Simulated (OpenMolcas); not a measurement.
## Ga⁺: CASPT2 settings compared

```json
{
  "Program": "OpenMolcas 26.06",
  "Basis": "ANO-RCC-VQZP [7s6p4d2f1g]",
  "Scalar Hamiltonian": "DKH4, point nucleus",
  "Active space": "2 electrons in 4 orbitals (4s 4p)",
  "State averaging": "2S+1 = 3 even, 3 roots; 2S+1 = 1 even, 6 roots kept (CI in the orbitals of an earlier block); 2S+1 = 3 odd, 3 roots; 2S+1 = 1 odd, 3 roots kept (CI in the orbitals of an earlier block)",
  "Spin-orbit coupling": "state interaction with AMFI integrals over the reference wave functions, term energies averaged over their components"
}
```

Methods on the same reference wave functions:
A. CASSCF
B. SS-CASPT2, IPEA 0.1 Eh, imaginary shift 0.25 Eh (closed shells correlated: 3d)
C. SS-CASPT2, IPEA 0.4 Eh, imaginary shift 0.05 Eh (closed shells correlated: 3d)
D. SS-CASPT2, IPEA 0.1 Eh, no level shift (closed shells correlated: 3d)

Energies in cm⁻¹ above 4s² ¹S₀, the measured ground level; measured values from NIST Handbook of Basic Atomic Spectroscopic Data.

```tsv
Level	A	B	C	D	Measured
4s² ¹S₀	0.0	0.0	0.0	0.0	0.0
4s 4p ³P°₀	42566	44740	44914	44743	47368
4s 4p ³P°₁	42949	45119	45293	45121	47814
4s 4p ³P°₂	43742	45916	46090	45919	48750
4s 4p ¹P°₁	77355	68321	69381	68142	70701
```

Deviations, from unrounded energies. A percentage is the sum of absolute deviations over the sum of measured energies, with the sign that they share, or ± where signs differ.

```json
{"Against measurement": "mean absolute deviation (cm-1)", "Levels": "4", "A": "5300", "B": "2600", "C": "2200", "D": "2700"}
{"Against measurement": "other configurations (%)", "Levels": "4", "A": "±9.9", "B": "-4.9", "C": "-4.2", "D": "-5.0"}
```

C lies closest to measurement on these levels and A furthest from it. The largest miss of C in the table is 4s 4p ³P°₂, by -2700 cm-1. The ranking rests on the paired levels alone, and a cruder setting can come out closer through cancelling errors.

Among B to D the level of the table that moves most is 4s 4p ¹P°₁, by 1200 cm-1 (lowest in D, highest in C).

The lowest spin-free term lies below A's lowest term by 0.449 hartree in B, 0.448 hartree in C, 0.449 hartree in D.

Over all roots computed the reference weight is 0.87 to 0.95 in D; the roots of lowest weight are the least certain, and an intruder state may touch them. Terms from blocks run as CI alone lack orbitals of their own. Without dynamic correlation excited terms often stand tens of per cent too high (terms of higher spin than the ground term too low), and those without a measured partner can miss by more than the paired ones (holds for A). Measured partners are found by configuration, term and J. A level has none where our copy of the source lacks it or the pairing is in doubt (some pairs that miss far off the trend of their configuration count as doubtful), and it then counts in no deviation. Only configurations of the active space appear. The table leaves out levels that lie high or whose names do not pair safely across all columns.

° marks odd parity.
